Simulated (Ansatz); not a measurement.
Single points on (KH)4 ring (K₄H₄).

```yaml
crystal:
  periodic: [false, false, false]
  atoms:
    - {symbol: K, position_ang: [2.488951, -1.750362, -1.069877]}
    - {symbol: H, position_ang: [3.101874, -0.106353, 0.647169]}
    - {symbol: K, position_ang: [1.964340, 1.597948, 1.999007]}
    - {symbol: H, position_ang: [-0.367654, 2.345425, 2.149301]}
    - {symbol: K, position_ang: [-2.488919, 1.750487, 1.069742]}
    - {symbol: H, position_ang: [-3.101928, 0.106178, -0.646983]}
    - {symbol: K, position_ang: [-1.964358, -1.598014, -1.998933]}
    - {symbol: H, position_ang: [0.367683, -2.345308, -2.149425]}
basis:
  gaussian: {orbitals: STO-3G}
hamiltonian: {xc: hf}
scf: {omitted_lower_state_checks: [starts]}
output: {orbitals: {seedname: orbitals}}
```

The file start.molden holds the orbitals of an earlier run on this structure, at another level or in another basis.

```sh
$ ansatz run in.yaml --threads 4 --pin off --events-out ev --progress --plain --max-ram 3916MiB
```

It prints (some lines left out):

```
Functional definition: HF
  name "HF"
  cite "Fock, Z. Phys. 61, 126 (1930) doi:10.1007/BF01340294"
  parent pbe
  exchange = exact_x
  correlation = 0
these checks for a lower state are left out or cut short: starts
698 factors; integrals over basis functions are off by at most 4.0e-4 eV
mean field evaluation 1: about -64612.0736 eV, gradient 1.2e1 eV
mean field evaluation 2: about -64612.4374 eV, gradient 1.2e1 eV
mean field evaluation 4: about -64613.4523 eV, gradient 4.5e-1 eV
mean field evaluation 8: about -64613.4570 eV, gradient 5.2e-5 eV
mean field -64613.45696341 eV, -2374.5007468312 hartree, gradient 1.8e-5 eV, S^2 0.000000; 0 other end points of the search recorded, 0 dependent functions left out
reference -64613.45696341 eV, -2374.5007468312 hartree; 40, 40 occupied and 16, 16 virtual orbitals, 698 factors
Total energy: -64613.45696341 eV, -2374.5007468312 hartree
Checks for a lower state left out: starts
```

Run time 0.2 s (4 threads of Arm Neoverse V2 on a shared host).

The first input with `gaussian: {orbitals: def2-TZVP, initial_orbitals: start.molden}`, `hamiltonian: {xc: hse06, dispersion: d4}` (abridged; 2.9 s):

```
Functional definition: HSE06
mean field -65343.39819007 eV, -2401.3255921391 hartree, gradient 4.5e-5 eV, S^2 0.000000
Total energy: -65343.59700238 eV, -2401.3328983568 hartree
Checks for a lower state left out: starts
```

The first input with `gaussian: {orbitals: def2-TZVP, initial_orbitals: start.molden}`, `hamiltonian: {xc: {name: BLYP}, dispersion: d4}` (abridged; 2.9 s):

```
Functional definition: BLYP
mean field -65362.54328351 eV, -2402.0291613460 hartree, gradient 1.7e-5 eV, S^2 0.000000
Total energy: -65363.02977620 eV, -2402.0470396223 hartree
Checks for a lower state left out: starts
```

The first input with `gaussian: {orbitals: def2-TZVP, initial_orbitals: start.molden}`, `hamiltonian: {xc: {name: BHLYP}, dispersion: d4}` (abridged; 3.1 s):

```
Functional definition: BHLYP
mean field -65364.09102737 eV, -2402.0860398837 hartree, gradient 2.0e-5 eV, S^2 0.000000
Total energy: -65364.46150281 eV, -2402.0996546048 hartree
Checks for a lower state left out: starts
```

The first input with `gaussian: {orbitals: def2-TZVP, initial_orbitals: start.molden}`, `hamiltonian: {xc: pbe0, dispersion: d4}` (abridged; 2.7 s):

```
Functional definition: PBE0
mean field -65344.35249255 eV, -2401.3606621084 hartree, gradient 5.2e-5 eV, S^2 0.000000
Total energy: -65344.55892071 eV, -2401.3682482033 hartree
Checks for a lower state left out: starts
```

The first input with `gaussian: {orbitals: def2-TZVP, initial_orbitals: start.molden}`, `hamiltonian: {xc: {name: wB97X-V}}` (abridged; 11 s):

```
Functional definition: wB97X-V
mean field -65354.48313507 eV, -2401.7329563542 hartree, gradient 1.6e-5 eV, S^2 0.000000
Total energy: -65354.48313180 eV, -2401.7329562341 hartree
Checks for a lower state left out: starts
```

First input, but with `gaussian: {orbitals: def2-SVP, initial_orbitals: start.molden}`, `hamiltonian: {xc: pbe, dispersion: d4}` (abridged; 1.9 s):

```
Functional definition: PBE
mean field -65330.27464531 eV, -2400.8433107646 hartree, gradient 2.2e-5 eV, S^2 0.000000
Total energy: -65330.51122921 eV, -2400.8520050623 hartree
Checks for a lower state left out: starts
```

Geometry: PBE-D4/def2-SVP.

HSE06 is defined as in plane-wave codes, on full-range PBE exchange.
